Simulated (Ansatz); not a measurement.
Si(iPr)H3 (C3H10Si), relaxed as a singlet with RKS PBE0-D4/def2-SVP in Ansatz, starting from the GFN2-xTB geometry. Force threshold 0.02 eV/Å.

Another isomer (singlet) lies 1.02 eV lower at PBE0-D4/def2-TZVP; other spin states weren't run for this one.

Start:

Cartesian coordinates in Å:
```
C 0.299 0.341 -0.050
C 1.057 -0.785 -0.749
C 0.355 0.149 1.464
Si -1.503 0.461 -0.670
H 0.812 1.281 -0.284
H 1.063 -0.640 -1.827
H 0.595 -1.747 -0.537
H 2.092 -0.826 -0.406
H 1.388 0.115 1.812
H -0.151 0.963 1.979
H -0.126 -0.785 1.749
H -1.504 0.634 -2.125
H -2.156 1.607 -0.034
H -2.220 -0.768 -0.322
```

| step | energy (eV) | largest force component (eV/Å) | SCF passes |
| --- | --- | --- | --- |
| 1 | -11139.7661 | 1.045 | 14 |
| 2 | -11139.8299 | 0.281 | 17 |
| 3 | -11139.8351 | 0.059 | 19 |
| 4 | -11139.8353 | 0.019 | 12 |

Force components are those of the run's own axes.

End:

```xyz
14

C     0.308    0.327   -0.042
C     1.062   -0.791   -0.762
C     0.352    0.158    1.477
Si   -1.478    0.465   -0.664
H     0.785    1.292   -0.300
H     1.074   -0.648   -1.854
H     0.606   -1.775   -0.561
H     2.110   -0.843   -0.423
H     1.392    0.122    1.841
H    -0.155    0.983    2.002
H    -0.135   -0.781    1.788
H    -1.510    0.652   -2.150
H    -2.175    1.624   -0.022
H    -2.234   -0.785   -0.330
```

By distances, no bond broke or formed. The bond that changes most is Si4–H14, from 1.47 to 1.50 Å (atoms count from 1).

No frequencies were taken in this run, so the end may be a saddle point.

It took 4.3 s on 2 threads of AMD EPYC 9R45 on a shared host.
